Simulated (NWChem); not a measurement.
**Atomisation of H6BP**

SMILES: B.P
```xyz
8

B     -0.8598     1.0967     0.0000
H     -0.5693     1.6866     1.0262
H     -0.5693     1.6866    -1.0262
H     -1.9683     0.5901     0.0000
P      0.3426    -0.4370     0.0000
H      1.7391    -0.1927     0.0000
H      0.2640    -1.3494    -1.0822
H      0.2640    -1.3494     1.0822
```
Charge 0, spin multiplicity 1.

The numbers come from NWChem runs, not from measurements. Structure: optimised with B3LYP/def2-SVP, a minimum by its harmonic frequencies.

Basis set: def2-TZVP. The atomisation energy is electronic alone: no zero-point, thermal, spin-orbit or counterpoise terms. No value is extrapolated to the basis-set limit. Free atoms are single determinants with multiplicities B 2, H 2, P 4. Correlated methods freeze the same cores in atoms and molecule, 6 orbitals in all.

B3LYP has NWChem's definition, with VWN1-RPA local correlation. The structure started from a generated list of species. No SCF solution was tested for a lower state. Open-shell Hartree-Fock references start from PBE0 orbitals. Coupled-cluster values serve here as a point of comparison, not as the truth.

```csv
method,atomisation energy (kcal/mol)
CCSD(T),…
HF,414.4
LDA (SVWN5),614.7
B3LYP,…
TPSS,…
PBE,548.2
M06-2X,549.2
CAM-B3LYP,553.4
MP2,…
PBE0,545.5
```

Task: Some entries are withheld; supply them.

Result: 
- CCSD(T), atomisation energy (kcal/mol): 525.2
- B3LYP, atomisation energy (kcal/mol): 551.3
- TPSS, atomisation energy (kcal/mol): 563.1
- MP2, atomisation energy (kcal/mol): 516.7
